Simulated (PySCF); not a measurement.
## HgH₂, singlet: data card

These are results of PBE0 in PySCF with Hg x2c-TZVPall, H x2c-TZVPall; spin-free X2C, no spin–orbit coupling; density-fitted integrals, not measurements.

The structure is a minimum.

```xyz
3
charge 0 multiplicity 1, angstrom
Hg    0.0000    0.0000    0.0000
H     0.0000    0.0000    1.6424
H     0.0000    0.0000   -1.6424
```

* Point group: D∞h
* Bond lengths: Hg–H 1.642 Å (×2)
* Bond angles: H–Hg–H 180.0°
* Rotational constants: 3.1 cm⁻¹
* Principal polarisabilities: 28.5, 28.5, 43.3 bohr³
* Entropy at 298.15 K and 1 bar: 214.1 J/(mol K)
* Lowest empty level: -0.77 eV
* Enthalpy at 298.15 K above 0 K: 9.03 kJ/mol
* Rotational symmetry number: 2
* Principal quadrupole moments (Buckingham, traceless) about the centre of mass: -4.42, 2.21, 2.21 D Å
* Dipole moment: 0.00 D
* Zero-point energy: 34.3 kJ/mol
* Heat capacity Cp at 298.15 K: 34.1 J/(mol K)
* Highest occupied level: -8.16 eV

Harmonic modes (masses in u: Hg 201.971, H 1.008):
```json
{"symmetry": "πu", "ω (cm⁻¹)": "843", "IR (km/mol, summed over degenerate members)": "54.9", "μ (u)": "1.02", "type": "bend"}
{"symmetry": "σu+", "ω (cm⁻¹)": "1968", "IR (km/mol, summed over degenerate members)": "392", "μ (u)": "1.02", "type": "stretch"}
{"symmetry": "σg+", "ω (cm⁻¹)": "2082", "IR (km/mol, summed over degenerate members)": "0.0", "μ (u)": "1.01", "type": "stretch"}
```

In D∞h the vibrations span πu + σu+ + σg+. The σg+ mode carries no infrared intensity, as symmetry demands. With a centre of inversion only u modes can be infrared active and only g modes Raman active.

Charges (e):
```json
{"atom": "Hg1", "Mulliken": "-0.21", "Löwdin": "0.30", "polar tensor": "0.46", "Mayer order to Hg1": "–"}
{"atom": "H2,3", "Mulliken": "0.11", "Löwdin": "-0.15", "polar tensor": "-0.23", "Mayer order to Hg1": "0.67"}
```

Mulliken populations on Hg1: s 11.77, p 24.57, d 29.87, f 14.01.

Counting electrons, mercury keeps none of its valence electrons outside its bonds, so the VSEPR class is AX2 and the expected shape is linear (D∞h), as computed.

Stability towards spin polarisation was not tested. With an element this heavy the missing spin–orbit coupling can shift these numbers.

The final relaxation and frequency run took 30 s on 2 threads of a shared Intel Xeon Platinum 8259CL @ 2.50GHz (Skylake/Cascade Lake) host, with 93 basis functions and 5 gradients; the process peaked at 0.98 GiB.
